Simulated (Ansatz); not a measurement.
Calculated with Ansatz (gas phase, PBE0-D4/def2-TZVP geometries, no zero-point term in ΔE). CCSD(T)/CBS adds triple-zeta CCSD(T) − MP2 to the extrapolated MP2 energy (def2 sets, frozen cores). Each species was taken in one conformer, which may not be the lowest.

Reaction (ligand exchange at a B–C bond): `CC(S)BO` + `O[SiH2][SiH3]` → `OBO[SiH2][SiH3]` + `CCS`

| species | CCSD(T)/CBS(def2) energy (Eh) |
| --- | --- |
| `CC(S)BO` | -578.11441 |
| `O[SiH2][SiH3]` | -656.96789 |
| `OBO[SiH2][SiH3]` | -757.64369 |
| `CCS` | -477.49091 |

Q: Work out ΔE.

A: ΔE = (-757.64369) + (-477.49091) − (-578.11441) − (-656.96789) = -0.05230 Eh = -32.8 kcal/mol.

Largest T1 diagnostic among the species: 0.013.

The D4 term adds +0.8 kcal/mol with B3LYP and +0.4 kcal/mol with PBE0; it sums over pairs of atoms, weighted by their polarisabilities, and B3LYP, whose exchange is more repulsive, gets the larger term. From PBE to PBE0 (25 % exact exchange), in def2-TZVPP and without D4, ΔE moves by −1.2 kcal/mol.

B3LYP here is the variant with VWN-RPA as its local correlation; programs differ in this.
